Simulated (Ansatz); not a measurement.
`[GeH3][S][SiH2]I`. Charge 0, multiplicity 1. I: def2 effective core potential. All single points use the PBE0-D4/def2-TZVP geometry. It is one conformer, not always the lowest.

```xyz
9

Ge   -0.201   -1.674   -0.441
S     0.455   -0.422    1.289
Si    0.177    1.469    0.374
I     0.756    3.176    2.009
H    -0.068   -3.120    0.046
H    -1.657   -1.338   -0.797
H     0.713   -1.407   -1.646
H     1.060    1.641   -0.804
H    -1.235    1.676   -0.030
```

Q: What is the dipole moment at ωB97M-V/def2-TZVPP? (Best estimate.)

A: Computed: 2.29 D, with components (-0.64, -1.36, -1.72) D in this frame, pointing from negative to positive charge.

Q: And with PBE, r2SCAN, B3LYP? (Estimate.)

A: Ansatz gave: PBE 2.03 D, r2SCAN 2.17 D, B3LYP 2.16 D.

Q: Give the Mulliken charges with ωB97M-V, PBE, r2SCAN in def2-TZVPP. (An estimate is asked.)

A: Computed: 
```json
{"atom": "Ge1", "ωB97M-V": "0.08", "PBE": "0.16", "r2SCAN": "0.21"}
{"atom": "S2", "ωB97M-V": "-0.28", "PBE": "-0.28", "r2SCAN": "-0.34"}
{"atom": "Si3", "ωB97M-V": "0.20", "PBE": "0.26", "r2SCAN": "0.35"}
{"atom": "I4", "ωB97M-V": "-0.11", "PBE": "-0.11", "r2SCAN": "-0.14"}
{"atom": "H5", "ωB97M-V": "0.05", "PBE": "0.02", "r2SCAN": "0.02"}
{"atom": "H6", "ωB97M-V": "0.04", "PBE": "0.01", "r2SCAN": "0.01"}
{"atom": "H7", "ωB97M-V": "0.03", "PBE": "0.01", "r2SCAN": "0.01"}
{"atom": "H8", "ωB97M-V": "0.00", "PBE": "-0.04", "r2SCAN": "-0.06"}
{"atom": "H9", "ωB97M-V": "0.00", "PBE": "-0.04", "r2SCAN": "-0.06"}
```

B3LYP here is the variant with VWN-RPA as its local correlation; programs differ in this.
